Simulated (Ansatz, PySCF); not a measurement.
C3H9ClOSi, SMILES CC(C)(O)[SiH2]Cl. Atoms are numbered in the order given.

```xyz
15

C     -0.3238     1.9713     1.3106
C     -0.5465     0.6642     0.5669
C     -1.3070    -0.3432     1.4215
O     -1.2861     0.9909    -0.6028
Si     1.1276    -0.0373    -0.0225
Cl     0.6270    -1.5744    -1.3455
H     -1.2988     2.4012     1.5931
H      0.1916     2.7050     0.6730
H      0.2653     1.8193     2.2278
H     -0.7754    -0.5660     2.3595
H     -1.4514    -1.2933     0.8824
H     -2.3005     0.0647     1.6691
H     -1.3912     0.1816    -1.1201
H      1.9650    -0.6256     1.0637
H      1.9013     0.9805    -0.7848
```
Charge 0, spin multiplicity 1.

Geometry optimised at PBE0-D3(BJ)/def2-SVP. Other conformers were not sampled.

Two levels are set side by side: PBE-D3(BJ)/def2-SVP (Ansatz, a first-principles code) and PBE0-D3(BJ)/def2-SVP (Ansatz). Each level has its own optimised geometry; the coordinates shown are those of the second. Frequencies come from the Hessian of PySCF at each geometry. Differences are taken from unrounded values.

| quantity | PBE0-D3(BJ) | PBE-D3(BJ) | PBE-D3(BJ) minus PBE0-D3(BJ) |
|---|---|---|---|
| mean bond length (Å) | 1.359 | 1.369 | 0.011 |
| bond C1–C2 (Å) | 1.520 | 1.528 | 0.008 |
| bond C2–C3 (Å) | 1.524 | 1.533 | 0.009 |
| bond C2–O4 (Å) | 1.422 | 1.438 | 0.016 |
| bond C2–Si5 (Å) | 1.908 | 1.922 | 0.014 |
| bond Si5–Cl6 (Å) | 2.089 | 2.105 | 0.016 |
| bond C1–H7 (Å) | 1.102 | 1.111 | 0.008 |
| bond C1–H8 (Å) | 1.100 | 1.108 | 0.008 |
| bond C1–H9 (Å) | 1.101 | 1.109 | 0.008 |
| bond C3–H10 (Å) | 1.101 | 1.109 | 0.008 |
| bond C3–H11 (Å) | 1.102 | 1.110 | 0.008 |
| bond C3–H12 (Å) | 1.102 | 1.110 | 0.008 |
| bond O4–H13 (Å) | 0.966 | 0.979 | 0.013 |
| bond Si5–H14 (Å) | 1.492 | 1.505 | 0.012 |
| bond Si5–H15 (Å) | 1.488 | 1.500 | 0.011 |
| highest harmonic wavenumber (cm⁻¹) | 3829 | 3636 | -192 |
| mean harmonic wavenumber (cm⁻¹) | 1317 | 1272 | -45 |
| zero-point energy (kcal/mol) | 73.44 | 70.94 | -2.51 |

GGA bonds tend to be longer and softer than those of functionals with exact exchange. Differences between two approximate levels are no errors against the true value.
